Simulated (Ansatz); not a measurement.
# Redistribution: GeH2(CH3)2 + GeH3I → GeH2(CH3)I + GeH3(CH3)

Species: GeH2(CH3)2, singlet; GeH3I `[GeH3][I]`, singlet; GeH2(CH3)I, singlet; GeH3(CH3) (methyl germane), singlet. The partners trade CH3 for I; both sit on Ge, so the bond types are kept.

Shapes, held fixed at every level: PBE0-D4/def2-TZVP. Programs: Ansatz 0.2.0. The zero-point and thermal change to 298 K, harmonic and unscaled (PBE0-D4/def2-TZVP), is +0.4 kJ/mol.

(1) Estimate ΔH(298 K) of this reaction.

## Answers

(1) The highest level, CCSD(T)/def2-TZVPP, gives ΔH(298 K) = -7.6 kJ/mol; the levels span -8.4 to -7.3. The column of differences is taken from that level and isn't an error. No measured value is set beside it here. For atoms past krypton def2 sets carry core potentials with scalar relativity. Relativity is left out for Ge unless named. Correlated rows may include outer-core shells of Ge, I, which these sets cover unevenly.

```
                level                    kind  ΔH(298 K) (kJ/mol)  less CCSD(T)/def2-TZVPP
        HF/def2-TZVPP            Hartree–Fock                -7.3                     +0.3
     SPW92/def2-TZVPP                     LDA                -8.4                     -0.8
  B3LYP-D4/def2-TZVPP           global hybrid                -8.2                     -0.6
r2SCAN0-D4/def2-TZVPP           global hybrid                -8.2                     -0.6
   wB97M-V/def2-TZVPP  range-separated hybrid                -7.8                     -0.2
    B2PLYP/def2-TZVPP           double hybrid                -7.8                     -0.2
     CCSD(T)/def2-SVP   coupled cluster or CI                -7.5                     +0.1
   CCSD(T)/def2-TZVPP   coupled cluster or CI                -7.6                      0.0
```
